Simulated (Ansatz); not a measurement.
`C[O][AlH][SiH2][SiH3]` + `[NH2][AlH2]` → `[AlH2][NH][SiH2][SiH3]` + `C[O][AlH2]`  (cleavage of the Si–Al bond)

Isolated molecules relaxed with PBE0-D4/def2-TZVP in Ansatz; ΔE leaves out vibrations. CBS: MP2 limit from def2 TZ/QZ plus the TZ coupled-cluster correction, frozen cores. This one scheme is used for every species. Functionals use def2-TZVPP. Each species was taken in one conformer, which may not be the lowest.

`C[O][AlH][SiH2][SiH3]`:

```xyz
14

C     1.537   -1.854    0.401
O     1.481   -0.910    1.430
Al    0.405    0.327    1.831
Si   -1.513    0.667    0.343
Si   -0.792    1.356   -1.774
H     2.456   -1.723   -0.180
H     1.543   -2.866    0.819
H     0.687   -1.777   -0.290
H     0.771    1.171    3.116
H    -2.278   -0.603    0.159
H    -2.464    1.687    0.874
H    -1.924    1.595   -2.710
H     0.094    0.313   -2.361
H    -0.004    2.615   -1.659
```

`[NH2][AlH2]`:

```xyz
6

N     0.070   -0.599   -0.719
Al   -0.062    0.529    0.635
H     0.323   -0.342   -1.659
H    -0.096   -1.590   -0.660
H     0.238    2.058    0.356
H    -0.473   -0.056    2.048
```

`[AlH2][NH][SiH2][SiH3]`:

Cartesian coordinates in Å:
```
Al 1.057 -0.631 2.339
N 0.057 0.285 1.181
Si 0.400 0.719 -0.460
Si -1.173 -0.180 -1.949
H 2.480 -1.123 1.860
H 0.448 -0.897 3.776
H -0.852 0.584 1.512
H 1.754 0.188 -0.778
H 0.432 2.200 -0.653
H -0.915 0.265 -3.347
H -2.546 0.259 -1.568
H -1.142 -1.669 -1.912
```

`C[O][AlH2]`:

Z-matrix (Å, degrees):
```
C
O 1 1.397
H 1 1.098 2 112.6
H 1 1.095 2 110.1 3 120.6
H 1 1.095 2 110.1 3 -120.6
Al 2 1.686 1 134.1 3 0.5
H 6 1.585 2 118.7 1 -0.0
H 6 1.577 2 116.3 1 -180.0
```

CCSD(T)/CBS gives -0.31 eV.

(1) Another level gave -0.51 eV. Which?
A. ωB97M-V/def2-TZVPP
B. CCSD(T)/def2-TZVPP
C. HF/def2-TZVPP
D. PBE/def2-TZVPP

Largest T1 diagnostic among the species: 0.014.

Answers

(1) C. HF/def2-TZVPP -0.51, ωB97M-V -0.36, PBE -0.11, CCSD(T)/def2-TZVPP -0.31 eV.

In def2-TZVPP, CCSD(T) changes the Hartree–Fock value by +0.19 eV (the triples alone add +0.03 eV) and MP2 by +0.12 eV. From PBE to PBE0 (25 % exact exchange), in def2-TZVPP and without D4, ΔE moves by −0.06 eV.
